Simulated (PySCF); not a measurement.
Species: B3Cl2H7N2.
Geometry (GFN2-xTB, Å), atoms numbered from 1 in this order:
```
atom  x, y, z in Å
Cl1    2.5049   -1.7521    0.9956
B2     1.9256   -0.2481    0.3491
Cl3    2.9050    1.1296    0.7444
B4     0.5167   -0.1346   -0.5993
N5    -0.3363    1.1752   -0.3099
B6    -1.4602    0.2472    0.3292
N7    -0.6647   -1.0672   -0.0881
H8     0.6959   -0.2779   -1.7688
H9     0.0935    1.8388    0.3219
H10   -0.6332    1.6818   -1.1331
H11   -1.5092    0.3719    1.5058
H12   -2.4997    0.3432   -0.2323
H13   -0.4247   -1.6915    0.6714
H14   -1.1143   -1.6168   -0.8081
```

The closed-shell SCF was solved with PySCF and density fitting under several settings on one GFN2-xTB geometry (grid level 2 and gas phase unless stated).

| settings | basis functions | SCF cycles | E (Eh) | HOMO (eV) | LUMO (eV) | dipole (D) |
| --- | --- | --- | --- | --- | --- | --- |
| PBE0/pcSseg-1 | 168 | 12 | -1108.2412 | -7.83 | -1.26 | 1.90 |
| PBE0/def2-SVPD | 210 | 12 | -1107.9077 | -7.81 | -1.36 | 1.79 |

**Question.** Estimate the row for these settings: PW91/pcSseg-1.

**Answer.** 
| settings | basis functions | SCF cycles | E (Eh) | HOMO (eV) | LUMO (eV) | dipole (D) |
| --- | --- | --- | --- | --- | --- | --- |
| PW91/pcSseg-1 | 168 | 14 | -1108.6706 | -6.54 | -2.18 | 1.76 |

**Question.** Over all rows, what range does the HOMO–LUMO gap span?

**Answer.** From 4.36 eV (PW91/pcSseg-1) to 6.57 eV (PBE0/pcSseg-1). The functional of the narrowest has no exact exchange, that of the widest 25 % exact exchange.

**Question.** And the dipole moment?

**Answer.** From 1.76 D (PW91/pcSseg-1) to 1.90 D (PBE0/pcSseg-1); the largest is 1.08 times the smallest, and the median is 1.79 D.

**Question.** Compare two rows with the functional PBE0: PBE0/pcSseg-1 and PBE0/def2-SVPD. Which energy is lower, and by how much?

**Answer.** PBE0/pcSseg-1 (168 functions) lies 0.3335 Eh or 209 kcal/mol below PBE0/def2-SVPD (210 functions). The smaller set gives the lower energy; the two sets aren't nested, so the variational bound doesn't order them by size.

Whole jobs, the steps after the SCF included, on an Arm Neoverse V1 with one thread, no GPU (shared host):

```
      settings                                                                                    work after the SCF  wall time  peak memory
 PBE0/pcSseg-1    shieldings, ring-centre shieldings, charges and field gradients, density and orbital grids written       27 s     0.76 GiB
PBE0/def2-SVPD  6 singlets by full TDDFT, 2 Tamm–Dancoff triplets, polarisability, density and orbital grids written       37 s     0.88 GiB
 PW91/pcSseg-1                                       shieldings, ring-centre shieldings, charges and field gradients       29 s     0.70 GiB
```

Cycle counts include a coarse-grid stage where the run had one.

One conformer stands for the species.
